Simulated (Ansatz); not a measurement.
`O=[C]([SeH])[InH][OH]` and `O=C(S)[SeH]` differ in one atom or group.

Ansatz, PBE0-D4/def2-TZVP geometries, multiplicity 1. Each molecule was computed in one conformer, which needn't be the lowest.

Elements past krypton have def2 core potentials. Scalar relativity is left out up to krypton. Spin–orbit coupling is left out; it splits and shifts lone-pair levels of the heavy atoms by tenths of an eV.

```csv
property,`O=[C]([SeH])[InH][OH]`
zero-point energy (PBE0-D4/def2-TZVP) / kJ/mol,92.8
HOMO energy (ωB97M-V/def2-TZVPP) / eV,-8.83
size of the dipole moment (ωB97M-V/def2-TZVPP) / D,1.93
HOMO–LUMO gap (PBE/def2-TZVPP) / eV,2.63
HOMO energy (B3LYP/def2-TZVPP) / eV,-6.61
HOMO–LUMO gap (PBE0/def2-TZVPP) / eV,4.55
```

(1) What does the change do to each property? (Estimate.)

## Answers

(1) The calculation gave: 
| property | `O=C(S)[SeH]` | shift |
| --- | --- | --- |
| zero-point energy (PBE0-D4/def2-TZVP) / kJ/mol | 69.4 | -23.4 |
| HOMO energy (ωB97M-V/def2-TZVPP) / eV | -9.79 | -0.96 |
| size of the dipole moment (ωB97M-V/def2-TZVPP) / D | 3.19 | 1.26 |
| HOMO–LUMO gap (PBE/def2-TZVPP) / eV | 4.17 | 1.54 |
| HOMO energy (B3LYP/def2-TZVPP) / eV | -7.39 | -0.78 |
| HOMO–LUMO gap (PBE0/def2-TZVPP) / eV | 6.24 | 1.69 |

With PBE0 the HOMO falls by 0.84 eV and the LUMO rises by 0.85 eV, so the gap widens by about 1.69 eV. PBE moves the HOMO by -0.80 eV and ωB97M-V by -0.96 eV. The zero-point energy changes by -23.4 kJ/mol with -6 modes. Dipoles are sizes alone; their direction can turn.

Positive LUMOs are unbound, so they and the gaps depend on the basis.

B3LYP here is the variant with VWN-RPA as its local correlation; programs differ in this.
